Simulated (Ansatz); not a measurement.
Consider the ligand exchange at the Si–N bond: `[SiH3][NH][SnH3]` + `OBF` → `FBO[SiH3]` + `[NH2][SnH3]`.

Calculated with Ansatz (gas phase, PBE0-D4/def2-TZVP geometries, no zero-point term in ΔE). CCSD(T)/CBS is the MP2 limit (def2-TZVPP, def2-QZVPP) plus CCSD(T) − MP2 in def2-TZVPP, frozen cores. This one scheme is used for every species. DFT in def2-TZVPP. def2 core potentials past Kr. For Sn outer-core shells are correlated without core-valence functions, which leaves a few kJ/mol of doubt a bond. Each species was taken in one conformer, which may not be the lowest.

`[SiH3][NH][SnH3]`:

Z-matrix (Å, degrees):
```
Si
N 1 1.713
H 1 1.489 2 106.5
H 1 1.491 2 112.5 3 119.4
H 1 1.492 2 113.9 3 -119.0
Sn 2 2.025 1 126.8 3 11.2
H 2 1.009 1 118.2 3 -177.9
H 6 1.704 2 107.5 1 -52.1
H 6 1.705 2 105.7 1 -172.3
H 6 1.709 2 109.8 1 67.9
```

`OBF`:

```xyz
5

O     0.370    0.933    0.036
B    -0.350   -0.194   -0.100
F     0.189   -1.376    0.196
H     1.266    0.779    0.353
H    -1.476   -0.141   -0.485
```

`FBO[SiH3]`:

Cartesian coordinates in Å:
```
F 2.694 0.418 0.281
B 1.514 0.176 -0.268
O 0.437 0.134 0.532
Si -1.177 -0.128 0.274
H 1.456 0.005 -1.452
H -1.914 1.073 0.730
H -1.430 -0.369 -1.169
H -1.581 -1.310 1.071
```

`[NH2][SnH3]`:

Cartesian coordinates in Å:
```
N -1.163 -0.293 0.460
Sn 0.602 0.329 -0.331
H -1.492 -1.162 0.057
H -1.122 -0.426 1.462
H 0.323 0.525 -2.001
H 0.962 1.807 0.437
H 1.889 -0.780 -0.085
```

```csv
species,LDA (SPW92) energy (Eh)
`[SiH3][NH][SnH3]`,-560.76965
`OBF`,-199.85149
`FBO[SiH3]`,-489.40371
`[NH2][SnH3]`,-271.22565
```

Question: Work out ΔE.

Answer: ΔE = (-489.40371) + (-271.22565) − (-560.76965) − (-199.85149) = -0.00822 Eh = -0.22 eV. CCSD(T)/CBS gives -0.26 eV.

Largest T1 diagnostic among the species: 0.013.

The D4 term adds +0.05 eV with B3LYP and +0.03 eV with PBE0; it sums over pairs of atoms, weighted by their polarisabilities, and B3LYP, whose exchange is more repulsive, gets the larger term. At CCSD(T), def2-SVP lies +0.12 eV from the extrapolated value and def2-TZVPP −0.01 eV.

B3LYP here is the variant with VWN-RPA as its local correlation; programs differ in this.
